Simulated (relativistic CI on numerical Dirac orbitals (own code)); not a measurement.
Sensitivity of the levels of Pt⁵³⁺ to α and to the nuclear radius

Computed by Dirac-Coulomb-Breit CI, orbitals from a KLI potential per configuration, derivatives by finite differences, unscaled Slater integrals, QED left out (own radial code, finite nucleus).

Configurations in the expansion (outside the closed core [Ne]): 3s²3p⁶3d⁷, 3s²3p⁵3d⁸, 3s²3p⁴3d⁹, 3s3p⁶3d⁸, 3p⁶3d⁹, 3s3p⁵3d⁹, 3s²3p⁶3d⁶4s, 3s²3p⁶3d⁶4p. Levels of other configurations are missing.

With x = (α/α₀)² − 1 an excitation energy changes as ω = ω₀ + qx; K = 2q/ω₀ is the relative enhancement. Terms are leading LS components, so labels can repeat. The field-shift factor is F = δν/δ⟨r²⟩ for the transition from the lowest level.

Lowest level 3s²3p⁶3d⁷ ⁴F9/2.

```tsv
Level	ω₀ (cm⁻¹)	q (cm⁻¹)	K	F (GHz/fm²)
3s²3p⁶3d⁷ ²P3/2	110792	11290	0.204	-0.405
3s²3p⁶3d⁷ ²D5/2	174465	26480	0.304	1.31
3s²3p⁶3d⁷ ⁴F7/2	685722	731900	2.13	22.8
3s²3p⁶3d⁷ ⁴F9/2	743999	715600	1.92	22.9
3s²3p⁶3d⁷ ⁴P3/2	772964	740200	1.92	23.3
3s²3p⁶3d⁷ ⁴P5/2	793431	743500	1.87	23.6
3s²3p⁶3d⁷ ²P1/2	802506	734100	1.83	22.3
3s²3p⁶3d⁷ ²H11/2	817268	711800	1.74	23.6
3s²3p⁶3d⁷ ²F7/2	879702	735600	1.67	23.7
3s²3p⁶3d⁷ ²F5/2	918160	721500	1.57	23.6
3s²3p⁶3d⁷ ²D3/2	1077711	743200	1.38	25.3
3s²3p⁶3d⁷ ⁴F5/2	1433354	1.454e+06	2.03	45.4
3s²3p⁶3d⁷ ⁴P3/2	1470368	1.463e+06	1.99	45.2
```

At this charge energies of transitions that change n are usually good to better than 1 %, and those within a shell (Δn = 0) to a few per cent.
